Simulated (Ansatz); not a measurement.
`[NH2][AlH][SeH]` + `[CH3][GeH2][Cl]` → `[CH3][GeH]([Cl])[SeH]` + `[NH2][AlH2]`  (formal exchange of groups at the Se–Al bond)

Calculated with Ansatz (gas phase, PBE0-D4/def2-TZVP geometries, no zero-point term in ΔE). CBS: MP2 limit from def2 TZ/QZ plus the TZ coupled-cluster correction, frozen cores. This one scheme is used for every species. Functionals use def2-TZVPP. B3LYP here is the variant with VWN-RPA as its local correlation; programs differ in this. For Ge, Se outer-core shells are correlated without core-valence functions, which leaves a few kJ/mol of doubt a bond. Scalar relativity is left out up to krypton. Each species was taken in one conformer, which may not be the lowest.

```
         level  ΔE (kcal/mol)  difference from CCSD(T)/CBS
        PBE-D4           12.5                         -1.6
      B3LYP-D4           12.4                         -1.7
    r2SCANh-D4           14.1                          0.0
        revPBE           13.3                         -0.8
          BLYP           12.7                         -1.4
          PBE0           14.1                          0.0
  MP2/def2-SVP           13.7                         -0.4
 HF/def2-TZVPP           15.1                          1.0
MP2/def2-QZVPP           13.6                         -0.5
  HF/CBS(def2)           15.2                          1.1
   CCSD(T)/CBS           14.1                            0
```

Largest T1 diagnostic among the species: 0.011.

The D4 term adds −1.2 kcal/mol with B3LYP and −0.7 kcal/mol with PBE0; it sums over pairs of atoms, weighted by their polarisabilities, and B3LYP, whose exchange is more repulsive, gets the larger term. In def2-TZVPP, CCSD(T) changes the Hartree–Fock value by −1.5 kcal/mol (the triples alone add −0.4 kcal/mol) and MP2 by −1.8 kcal/mol.
